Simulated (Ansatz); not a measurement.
The first iterations of a band of CH7NSi2 (11 atoms, charge 0, multiplicity 1).

The calculation used Ansatz 0.2.0, UKS B3LYP-D4/def2-SVP.

```json
{
 "movable images": "5",
 "climbing image": "yes",
 "spring": "0.5 eV/Å²",
 "optimiser": "quadratic models (default)",
 "start path": "through a guess of the saddle point",
 "force threshold": "0.03 eV/Å",
 "iteration limit": "60",
 "end points": "relaxed"
}
```

Image 0:

```xyz
11
Properties=species:S:1:pos:R:3
C -0.624 1.436 -0.340
N -0.085 0.127 -0.038
Si 0.187 -0.925 1.335
Si 0.743 -1.196 -0.832
H -1.010 1.477 -1.372
H -1.461 1.684 0.334
H 0.134 2.235 -0.237
H -1.020 -1.513 1.992
H 1.135 -0.460 2.393
H -0.039 -1.990 -1.827
H 2.106 -0.932 -1.388
```

Image 6:

```xyz
11
Properties=species:S:1:pos:R:3
C -0.618 1.190 -0.076
N -0.531 -0.253 0.185
Si 0.464 -1.038 1.784
Si 0.844 -1.332 -0.500
H -1.027 1.393 -1.080
H -1.252 1.684 0.678
H 0.388 1.627 -0.014
H -1.451 -0.689 0.109
H 1.442 0.140 1.695
H 0.179 -2.355 -1.366
H 1.627 -0.424 -1.394
```

| iteration | highest image above the first end (eV) | largest band force component (eV/Å) |
| --- | --- | --- |
| 1 | 4.611 | 7.913 |
| 2 | 3.142 | 3.954 |
| 3 | 2.404 | 1.761 |
| 4 | 2.408 | 0.841 |

Q: Does the band converge within its limit, and where does its top end?

A: The run converged. It ended after 13 iterations with the highest image 2.286 eV above the first end. Another band between the same ends (5 images) ends at a top of the same energy, where a vibrational analysis finds 1 clearly imaginary mode. The orbitals stay closed-shell, which can raise the energy where a bond breaks towards radicals; this wasn't checked here.

Run time: 4.2 min on 2 threads of Arm Neoverse V1, on a shared host, peak memory 0.29 GiB.
